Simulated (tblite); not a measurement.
A tight-binding relaxation on `C=C[P@@](C)(=O)C1=CCCC1`.

Computed with GFN2-xTB geometry optimisation, gas phase (tblite 0.8.0). Start geometry: from a force field or distance geometry. A driver script takes a list of jobs; this job's settings line and coordinates (Å) are shown.

Command:
```bash
OMP_NUM_THREADS=1 python probes_run.py task.json out
```

Input:
```
{"job": {"kind": "relax", "xc": "GFN2-xTB", "basis": "xTB"}, "charge": 0, "multiplicity": 1}
C      3.489900    -1.004200     0.447900
C      2.330400    -0.374200     0.692800
P      1.215200     0.171400    -0.555800
C      1.380800     2.001500    -0.655300
O      1.609300    -0.411100    -1.864800
C     -0.509900    -0.178000    -0.147600
C     -1.083400    -1.334600    -0.439500
C     -2.483800    -1.330100     0.029900
C     -2.809300     0.117900     0.150600
C     -1.497800     0.709900     0.550900
H      4.077000    -1.288500     1.323100
H      3.824900    -1.230000    -0.558100
H      2.039900    -0.180900     1.757400
H      2.481000     2.206500    -0.614400
H      0.900400     2.388800    -1.571000
H      0.893700     2.449400     0.260600
H     -0.605800    -2.187300    -0.941900
H     -3.182300    -1.905200    -0.646500
H     -2.580100    -1.794300     1.057400
H     -3.580800     0.302900     0.957800
H     -3.201800     0.532400    -0.807500
H     -1.403000     1.745800     0.195100
H     -1.309300     0.619100     1.661700
```

Q: Estimate the output.

A: 
```
step      E/eV     max force
  0    -825.15682    2.909
  1    -825.46983    2.029
  2    -825.53289    1.093
  3    -825.57884    0.713
  4    -825.62007    0.315
  5    -825.63219    0.259
  6    -825.64229    0.210
  7    -825.64778    0.189
  8    -825.65515    0.220
  9    -825.66198    0.188
... (143 lines left out)
153    -825.77688    0.013
154    -825.77694    0.016
155    -825.77699    0.015
156    -825.77705    0.014
157    -825.77710    0.014
158    -825.77713    0.013
159    -825.77715    0.011
160    -825.77718    0.012
161    -825.77720    0.014
162    -825.77723    0.009
```

«max force» is the largest atomic force in eV/Å.

Q: From which step on does the largest force stay under 0.1 eV/Å, and how much energy is left to gain from there?

A: From step 75 (0.082 eV/Å), 25.3 meV above the end.

Summary of the converged run: energy lowered by 14.3 kcal/mol over 162 steps; largest atomic force 0.009 eV/Å at the end.

Q: Where do the atoms end?

A: 0.642 Å rms from the input after alignment:
```
atom  x, y, z in Å
C1     3.1799   -0.8973    0.9767
C2     2.1977   -0.0185    0.8884
P3     1.2928    0.1291   -0.6811
C4     1.3396    1.9261   -1.0617
O5     1.8143   -0.7106   -1.7642
C6    -0.4275   -0.2172   -0.2460
C7    -1.1471   -1.1342   -0.8834
C8    -2.5299   -1.2519   -0.3239
C9    -2.6525   -0.0120    0.5796
C10   -1.2058    0.4244    0.8696
H11    3.7591   -1.0482    1.8741
H12    3.4314   -1.4990    0.1171
H13    1.8988    0.6114    1.7139
H14    2.3676    2.1807   -1.3136
H15    0.7097    2.0997   -1.9325
H16    1.0009    2.5349   -0.2294
H17   -0.7888   -1.7420   -1.6956
H18   -3.2918   -1.2772   -1.1039
H19   -2.6156   -2.1787    0.2508
H20   -3.2109   -0.2181    1.4909
H21   -3.1695    0.7811    0.0378
H22   -1.0980    1.5092    0.8884
H23   -0.8590    0.0352    1.8310
```
Labels such as C1 count atoms from 1, the log's own numbers from 0.
